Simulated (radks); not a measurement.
The numbers below are computed, except where a source is named.
Species: the holmium ion Ho50+. Configuration: [Ne] 3s2 3p5 (the NIST ground configuration). Code: a radial shooting solver on a logarithmic mesh with Libxc functionals. Model: scalar-relativistic Kohn-Sham, LDA (Slater exchange, Perdew-Wang correlation), spin-unpolarised, spherical densities, point nucleus.

Radial electron density D(r) = 4 pi r^2 rho(r):

r (bohr)   D(r) (e/bohr)
0.0008358          3.737
0.001037           5.301
0.001287           7.470
0.001598           10.44
0.001983           14.45
0.002461           19.74
0.003055           26.56
0.003791           35.05
0.004705           45.17
0.005839           56.53
0.007247           68.26
0.008995           78.92
0.01116            86.69
0.01385            89.88
0.0172             87.99
0.02134            82.81
0.02649            78.76
0.03287            81.18
0.0408             92.12
0.05063            105.9
0.06284            110.1
0.07862            94.13
0.09758            65.21
0.1211             43.36
0.1503             40.72
0.1865             44.99
0.2315             37.20
0.2873             19.17
0.3566             5.616
0.4426            0.8445
0.5493           0.05708
0.6817          0.001460

D(r) has 3 maxima, at r = 0.0142, 0.0599, 0.187 bohr, and minima at 0.0278, 0.139 bohr, inside which lie 1.96, 10.45 electrons.
